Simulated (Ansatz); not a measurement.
Input for Ansatz (a program for electronic structure): R-B3LYP/def2-TZVPPD on C3H6 (a complex), monomers drawn apart or pushed together. Files ending in .json are basis or fitting sets from the Basis Set Exchange.

Ansatz 0.2 input:
```yaml
crystal:
  periodic: [false, false, false]
  atoms:
    - {symbol: C, position_ang: [0.00926077, 0.21161244, -0.50701010]}
    - {symbol: H, position_ang: [0.16021854, 0.30764219, -1.58107775]}
    - {symbol: H, position_ang: [0.96679550, 0.02278419, -0.02334585]}
    - {symbol: H, position_ang: [-0.42017760, 1.13605061, -0.12175166]}
    - {symbol: H, position_ang: [-0.66928064, -0.61880942, -0.31363252]}
    - {symbol: C, position_ang: [0.11119622, -0.59268880, 6.62641784]}
    - {symbol: C, position_ang: [-0.16003902, -0.42388986, 5.47286943]}
    - {symbol: H, position_ang: [0.35504877, -0.74294573, 7.64973539]}
    - {symbol: H, position_ang: [-0.39967853, -0.27427636, 4.44830968]}
basis:
  gaussian:
    orbitals: def2-TZVPPD.json
hamiltonian:
  xc: {name: B3LYP}
scf: {lower_state_search: off}
```

The log:

```
WARN ansatz: RAYON_NUM_THREADS=2 ignored (pool sized by the plan → 2); use --threads N
Functional definition: B3LYP
these checks for a lower state are left out or cut short: stability, starts, cluster_reference, orbital_swaps, neighbouring_geometries, increment
integrals: 0.06 GiB planned
876 factors; their error is unknown
mean field: 0.72 GiB planned
mean field evaluation 1: about -3198.0544 eV, gradient 6.7e1 eV
mean field evaluation 2: about -3194.7211 eV, gradient 7.2e1 eV
mean field evaluation 4: about -3208.3733 eV, gradient 2.3e-1 eV
mean field evaluation 8: about -3208.3560 eV, gradient 5.6e-1 eV
mean field evaluation 16: about -3208.3563 eV, gradient 1.1e-6 eV
mean field -3208.35633055 eV, -117.9049204456 hartree, gradient 8.7e-6 eV, S^2 0.000000; 0 other end points of the search recorded, 0 dependent functions left out
reference -3208.35665374 eV, -117.9049323228 hartree; 12, 12 occupied and 201, 201 virtual orbitals, 876 factors
Total energy: -3208.35665374 eV, -117.9049323228 hartree
Checks for a lower state left out: stability, starts, cluster_reference, orbital_swaps, neighbouring_geometries, increment
```

The run converged.

Cost: roughly 2.7 core-seconds.
